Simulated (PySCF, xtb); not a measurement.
CH10O2Si3, SMILES OC[Si](O)([SiH3])[SiH3]. The values are those of a single conformer.

Harmonic wavenumbers (cm⁻¹) from GFN2-xTB (xtb) at its own minimum, in rising order: 25, 32, 52, 85, 90, 135, 172, 213, 282, 285, 370, 388, 416, 418, 443, 449, 526, 683, 730, 761, 774, 794, 804, 810, 814, 820, 838, 1050, 1117, 1269, 1332, 1477, 2165, 2195, 2216, 2237, 2239, 2249, 2877, 2981, 3561, 3679.

**Question.** What does PySCF with PBE0-D3(BJ)/def2-SVP give at its own minimum? (Estimate from the structure and the level; the computed values follow.)

**Answer.** 52, 79, 87, 92, 99, 131, 161, 217, 258, 298, 398, 415, 465, 482, 508, 528, 554, 700, 757, 820, 849, 867, 882, 926, 930, 931, 936, 1100, 1173, 1277, 1396, 1454, 2205, 2210, 2218, 2221, 2224, 2234, 2996, 3112, 3830, 3932. Paired by order, the mean absolute difference is 56 cm⁻¹ and the zero-point energies are 64.1 and 67.2 kcal/mol.
